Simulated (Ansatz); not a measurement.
`O[Si]1(Cl)CO1` + `O[SiH2][NH][AlH2]` → `[AlH2][NH][Si]1(Cl)CO1` + `O[SiH2]O`  (redistribution)

Gas-phase electronic energies from Ansatz, PBE0-D4/def2-TZVP geometries. CBS: MP2 limit from def2 TZ/QZ plus the TZ coupled-cluster correction, frozen cores. Each species was taken in one conformer, which may not be the lowest.

```tsv
species	SCS-MP2/def2-TZVPP energy (Eh)
`O[Si]1(Cl)CO1`	-938.89351
`O[SiH2][NH][AlH2]`	-664.51195
`[AlH2][NH][Si]1(Cl)CO1`	-1161.63196
`O[SiH2]O`	-441.77934
```

(1) Work out ΔE.

Largest T1 diagnostic among the species: 0.012.

## Answers

(1) ΔE = (-1161.63196) + (-441.77934) − (-938.89351) − (-664.51195) = -0.00584 Eh = -15.3 kJ/mol. CCSD(T)/CBS gives -15.2 kJ/mol.
